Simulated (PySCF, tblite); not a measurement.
Isomers of C2H9N2Si (doublet state), one GFN2-xTB conformer each. Single-point energies are computed at B3LYP/pcH-1 (PySCF, gas phase, no added dispersion term), electronic only. GFN2-xTB treats the open shell by occupation alone, and not every SCF solution was tested for stability.

Question: Rank them by B3LYP/pcH-1 energy, lowest first (kJ/mol).
A. `[CH2:1][NH:2][SiH2:3][NH:4][CH3:5]` (doublet state) with H–C1–N2–Si3 14° and 176°, C1–N2–Si3–N4 -176°, N2–Si3–N4–C5 -175°
B. `[CH3:1][NH:2][SiH:3][NH:4][CH3:5]` (doublet state) with C1–N2–Si3–N4 180°, N2–Si3–N4–C5 -179°
C. `[NH:1][CH2:2][CH2:3][NH:4][SiH3:5]` (doublet state) with H–N1–C2–C3 75°, N1–C2–C3–N4 66°, C2–C3–N4–Si5 82°
D. `[CH3:1][N:2][SiH2:3][NH:4][CH3:5]` (doublet state) with C1–N2–Si3–N4 179°, N2–Si3–N4–C5 177°

Answer: B (0.0), A (12.0), D (64.2), C (131.4).

Neighbours under 21 kJ/mol apart (CN[SiH]NC and [CH2]N[SiH2]NC) can change places with a better method, another conformer or zero-point energy. GFN2-xTB itself gives, in the same order: 0.0, 2.4, 16.2, 91.5. Both levels put the same isomer lowest; measured from each level's own lowest isomer, the values differ by up to 48.0 kJ/mol (C[N][SiH2]NC: 16.2 against 64.2).

Question: What happens when harmonic zero-point energies from GFN2-xTB frequencies are added?

Answer: 
```json
{"SMILES": "CN[SiH]NC", "ZPE (kJ/mol)": "299.4", "electronic (kJ/mol)": "0.0", "with ZPE (kJ/mol)": "1.8"}
{"SMILES": "[CH2]N[SiH2]NC", "ZPE (kJ/mol)": "285.5", "electronic (kJ/mol)": "12.0", "with ZPE (kJ/mol)": "0.0"}
{"SMILES": "C[N][SiH2]NC", "ZPE (kJ/mol)": "284.2", "electronic (kJ/mol)": "64.2", "with ZPE (kJ/mol)": "50.9"}
{"SMILES": "[NH]CCN[SiH3]", "ZPE (kJ/mol)": "282.2", "electronic (kJ/mol)": "131.4", "with ZPE (kJ/mol)": "116.0"}
```

The zero-point energies span 17.2 kJ/mol. [CH2]N[SiH2]NC becomes the lowest.
